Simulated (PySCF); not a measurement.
HfIH3, SMILES [I][HfH3], multiplicity 1. Atoms are numbered in the order given.

```xyz
5

Hf     0.0000     0.0000     1.1080
I      0.0000     0.0000    -1.6047
H     -1.4931     0.8620     1.7582
H      0.0000    -1.7240     1.7582
H      1.4931     0.8620     1.7582
```
Charge 0, spin multiplicity 1.

The structure is a stationary point at B3LYP-D3(BJ)/def2-TZVP. The spin state was assumed, not searched. The def2 effective core potentials stand for the cores of Hf, I; spin–orbit coupling is left out.

Computed with PBE/def2-TZVPD run with PySCF.

Mulliken values depend strongly on the basis, most of all with diffuse functions as here. ESP charges are fitted to the potential on shells at 1.4 to 2.0 van der Waals radii. Atomic charges (e):

```json
[
 {"atom": "Hf1", "ESP fit": "[?]", "Mulliken": "0.56"},
 {"atom": "I2", "ESP fit": "[?]", "Mulliken": "-0.21"},
 {"atom": "H3", "ESP fit": "[?]", "Mulliken": "-0.12"},
 {"atom": "H4", "ESP fit": "[?]", "Mulliken": "-0.12"},
 {"atom": "H5", "ESP fit": "[?]", "Mulliken": "-0.12"}
]
```

### Question
Complete the blanks. (The exact figures need the calculation; the answer reports its results.)

### Answer

- Hf1, ESP fit: 0.82
- I2, ESP fit: -0.17
- H3, ESP fit: -0.22
- H4, ESP fit: -0.22
- H5, ESP fit: -0.22
